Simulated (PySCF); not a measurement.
PySCF job for GeH, SMILES [GeH] (connectivity only; charge and spin as stated), charge +1, multiplicity 1, PBE0/pcSseg-2. Geometry optimised at PBE0-D3(BJ)/def2-TZVPD. The spin state was assumed, not searched.

```python
import numpy as np
from pyscf import gto, scf, dft
from pyscf.prop.nmr import rks as nmr

mol = gto.M(
    atom='''
    Ge    0.00000000    0.00000000   -0.04812468
    H     0.00000000    0.00000000    1.53998978
    ''',
    basis='pcSseg-2',
    charge=1,
    spin=0,
    max_memory=1600,
    verbose=3,
)
mf = dft.RKS(mol, xc='pbe0')
mf.grids.level = 3
mf.conv_tol = 1e-10
mf.max_cycle = 100
mf.kernel()
n = nmr.NMR(mf)
n.verbose = 2
n.max_cycle_cphf = 60
sigma = n.kernel()
print('atom   isotropic/ppm   span/ppm')
for i, s in enumerate(sigma):
    w = np.linalg.eigvalsh((s + s.T) / 2)
    print(f'{mol.atom_symbol(i):2s}{i + 1:3d} {w.mean():14.3f} {w[2] - w[0]:11.3f}')
```

Program output:

```
converged SCF energy = -2077.01528049489
atom   isotropic/ppm   span/ppm
Ge  1       -528.406    4915.306
H   2         22.293      22.338
```

Self-consistency was reached.
